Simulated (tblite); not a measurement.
Parent: `[O:1]=[CH:2][C:3](=[O:4])[SiH2:5][SiH2:6][PH2:7]` with O1–C2–C3–O4 -133°, C2–C3–Si5–Si6 -57°, C3–Si5–Si6–P7 -148°, Si5–Si6–P7–H 45° and -48°, C2H7O2PSi2.

Computed geometry: GFN2-xTB, gas phase. One conformer each, not checked by frequencies here.

| coordinate of the parent | value |
| --- | --- |
| O1=C2 | 1.215 Å |
| C2–C3 | 1.469 Å |
| C3=O4 | 1.206 Å |
| C3–Si5 | 1.934 Å |
| Si5–Si6 | 2.348 Å |
| Si6–P7 | 2.263 Å |
| O1–C2–C3 | 122.6° |
| C2–C3–O4 | 128.9° |
| C2–C3–Si5 | 106.7° |
| O4–C3–Si5 | 124.2° |
| C3–Si5–Si6 | 99.3° |
| Si5–Si6–P7 | 109.9° |

Task: How does the shared frame change in `[CH:1]#[C:2][C:3](=[O:4])[C:5](=[O:6])[SiH2:7][SiH2:8][PH2:9]` with C2–C3–C5–O6 48°, C3–C5–Si7–Si8 -67°, C5–Si7–Si8–P9 108°, Si7–Si8–P9–H -49° and 44°, C4H7O2PSi2? Atoms pair as O1 = O4, C2 = C3, C3 = C5, O4 = O6, Si5 = Si7, Si6 = Si8, P7 = P9 (parent first).

Result: 
```tsv
parent	relative	value in the relative	change
O1=C2	O4=C3	1.219 Å	+0.004
C2–C3	C3–C5	1.507 Å	+0.038
C3=O4	C5=O6	1.206 Å	0.000
C3–Si5	C5–Si7	1.924 Å	-0.010
Si5–Si6	Si7–Si8	2.340 Å	-0.008
Si6–P7	Si8–P9	2.239 Å	-0.024
O1–C2–C3	O4–C3–C5	118.7°	-3.9
C2–C3–O4	C3–C5–O6	126.0°	-2.9
C2–C3–Si5	C3–C5–Si7	107.5°	+0.8
O4–C3–Si5	O6–C5–Si7	126.0°	+1.8
C3–Si5–Si6	C5–Si7–Si8	102.8°	+3.5
Si5–Si6–P7	Si7–Si8–P9	116.8°	+6.9
```

Of the parent's bonds, C2–C3 changes most (+0.038 Å). Bonds of the relative outside the shared frame: C1≡C2 1.203, C2–C3 1.422 Å. Point group C1 → C1.

Task: How does the shared frame change in `[O:1]=[C:2]([CH2:3][SiH3:4])[C:5](=[O:6])[SiH2:7][SiH2:8][PH2:9]` with O1–C2–C3–Si4 94°, O1–C2–C5–O6 159°, C2–C5–Si7–Si8 72°, C5–Si7–Si8–P9 166°, Si7–Si8–P9–H 165° and 72°, C3H11O2PSi3? Atoms pair as O1 = O1, C2 = C2, C3 = C5, O4 = O6, Si5 = Si7, Si6 = Si8, P7 = P9 (parent first).

Result: 
| parent | relative | value in the relative | change |
| --- | --- | --- | --- |
| O1=C2 | O1=C2 | 1.220 Å | +0.005 |
| C2–C3 | C2–C5 | 1.513 Å | +0.044 |
| C3=O4 | C5=O6 | 1.210 Å | +0.004 |
| C3–Si5 | C5–Si7 | 1.913 Å | -0.021 |
| Si5–Si6 | Si7–Si8 | 2.326 Å | -0.022 |
| Si6–P7 | Si8–P9 | 2.249 Å | -0.014 |
| O1–C2–C3 | O1–C2–C5 | 115.8° | -6.8 |
| C2–C3–O4 | C2–C5–O6 | 123.3° | -5.6 |
| C2–C3–Si5 | C2–C5–Si7 | 108.9° | +2.2 |
| O4–C3–Si5 | O6–C5–Si7 | 127.5° | +3.3 |
| C3–Si5–Si6 | C5–Si7–Si8 | 106.4° | +7.1 |
| Si5–Si6–P7 | Si7–Si8–P9 | 108.0° | -1.9 |

Of the parent's bonds, C2–C3 changes most (+0.044 Å). Bonds of the relative outside the shared frame: C2–C3 1.464, C3–Si4 1.927 Å. Point group C1 → C1.
